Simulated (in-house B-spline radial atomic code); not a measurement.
Values are calculated unless marked as measured or tabulated.
**Cd in an electron gas of r_s = 2.2: phase shifts, screening, friction and resistivity**

A nucleus sits in a uniform electron gas with a rigid positive background. The Kohn-Sham equations are solved self-consistently in the spin-unpolarised LDA (PW92), non-relativistic, on B-splines with outgoing waves at the boundary and partial waves to l = 8. The model has no lattice, no bands and no magnetic solution. Atomic units; δ_l are the phase shifts at the Fermi level, counted so that each bound state adds π, and good to about 0.0005.

The density parameter is r_s = 2.2 bohr, near that of the valence electrons of Ga (3 per atom, density 5.91 g/cm³, mass 69.72 u, which gives r_s = 2.19).

```tsv
l	δ_l (rad)
0	12.7584
1	10.0428
2	6.3601
3	0.0807
4	0.0131
5	0.0020
6	0.0004
7	0.0000
8	0.0000
```

Bound levels below the band bottom (hartree): d -14.36, s -3.301, p -2.101, d -0.1844, s -0.01221 and deeper ones.

Problem. Check the Friedel sum rule, and say where the screening charge sits.

Solution. k_F = (9π/4)^(1/3)/r_s = 0.87234. The rule is Z = (2/π) Σ (2l + 1) δ_l. The terms are s 8.122, p 19.180, d 20.245, f 0.360 and 0.092 beyond, in all 47.999 against Z = 48. Bound states hold 10 s, 18 p, 20 d electrons, so the scattering states carry 0.00 in all; where a term is smaller than its bound count, the bound level has drawn weight out of the band.

Problem. Find the transport cross section and the electronic stopping of a 2 keV Cd ion (mass 112.41 u).

Solution. σ_tr = (4π/k_F²) Σ (l + 1) sin²(δ_l − δ_(l+1)). The terms for l = 0 to 3 are 0.1708, 0.5306, 0.0000, 0.0183, all together 0.7203, so σ_tr = 16.513 × 0.7203 = 11.895 bohr². With n = 3/(4π r_s³) = 0.02242, the friction coefficient is Q = n k_F σ_tr = 0.2326. For v well below v_F = 0.872, dE/dx = Q v; with 24801 eV per u at v = 1, v = √(2000/(24801 × 112.41)) = 0.0268, so dE/dx = 0.00623 hartree/bohr = 3.2 eV/nm. The largest term couples the p and d waves.

Problem. What residual resistivity would 1 atomic per cent of such centres give in Ga?

Solution. Δρ = k_F n_i σ_tr/n in atomic units of 21.74 μΩ·cm. With one host atom per 3 electrons, n_i/n = 0.01/3, so Δρ = 0.8723 × 0.00333 × 11.895 × 21.74 = 0.75 μΩ·cm. This is an atom added to the gas, as on an interstitial site.

Problem. On a substitutional site the background of one host ion, a sphere holding 3 charges, is taken out. The phase shifts for l = 0 to 4 become 12.2542, 9.3729, 6.0924, -0.0143, -0.0042. What follows?

Solution. The Friedel sum is now 45.00, for Z − 3 = 45. The sum in σ_tr is 0.1975, so σ_tr = 3.26 bohr² and Δρ = 0.21 μΩ·cm per atomic per cent, 0.27 times the value above. A real host ion scatters too, so this model doesn't give zero even for the host's own atom.
